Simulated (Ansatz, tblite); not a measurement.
Forces on the cluster Cd₈Te₉⁻ at its PBE-D4/def2-SVP geometry. Charge -1, multiplicity 2.

In the def2 sets Cd, Te take a core potential; there is no spin–orbit coupling. The xTB rows come from tblite. Single mean-field runs in def2-SVP are fitted with def2-universal-jkfit. The structure comes from a short search, and lower isomers may exist.

GFN1-xTB (tblite), largest force 1.40 eV/Å:

```xyz
17
positions Å, forces eV/Å
Cd    0.983   -1.481    3.638   -0.224    0.014    0.242
Cd   -3.255    6.340    1.072   -0.281    0.510    0.401
Cd    0.280   -4.367   -2.640    0.045   -0.218    0.065
Cd    0.155    1.787    4.066   -0.082   -0.046    0.137
Cd   -0.366    3.843    1.332    0.232   -0.445   -0.043
Cd    1.181   -1.422    0.377    0.190   -0.138    0.147
Cd    0.647   -2.767   -5.395    0.018    0.049   -0.176
Cd   -0.547   -0.660   -2.634   -0.124    0.330    0.040
Te    0.471    1.196   -0.739   -0.613   -0.015    1.063
Te   -0.723   -0.410    5.440   -0.123   -0.085    0.422
Te   -2.147    4.351   -0.632   -0.077   -0.370   -0.805
Te    1.438   -5.298   -4.877    0.238   -0.527   -0.224
Te   -0.969    0.384    1.618    0.669    0.485   -1.127
Te    1.222    4.194    3.474    0.204    0.300    0.100
Te   -1.059   -2.870   -0.879   -0.208   -0.045    0.161
Te    2.931   -2.549    2.122    0.244   -0.134   -0.309
Te   -0.242   -0.271   -5.343   -0.109    0.336   -0.094
```

GFN2-xTB (tblite), largest force 0.93 eV/Å:

```
Cd -0.165 0.136 0.092
Cd -0.001 0.165 0.269
Cd 0.213 0.023 -0.340
Cd 0.265 0.322 0.094
Cd -0.149 -0.172 -0.160
Cd 0.496 -0.510 0.021
Cd -0.184 0.228 0.237
Cd 0.044 0.019 -0.077
Te -0.451 0.153 0.592
Te -0.189 -0.059 0.262
Te -0.057 -0.149 -0.438
Te 0.139 -0.530 -0.090
Te 0.227 0.330 -0.839
Te 0.073 0.013 0.292
Te -0.291 -0.158 0.229
Te 0.032 -0.016 -0.273
Te -0.002 0.206 0.130
```

PBE-D4/def2-SVP (Ansatz), largest force 0.03 eV/Å:

```
Cd 0.004 -0.001 0.016
Cd -0.002 -0.010 -0.025
Cd 0.002 -0.010 -0.002
Cd 0.006 0.011 -0.009
Cd 0.004 -0.011 0.006
Cd -0.010 -0.008 0.002
Cd 0.005 0.000 -0.015
Cd -0.006 0.022 0.022
Te 0.005 -0.013 0.001
Te 0.006 -0.002 0.004
Te 0.002 -0.007 0.001
Te -0.012 0.027 0.004
Te 0.016 0.012 -0.009
Te -0.016 -0.009 -0.004
Te 0.004 0.006 -0.007
Te -0.002 -0.007 0.007
Te -0.006 0.000 0.007
```
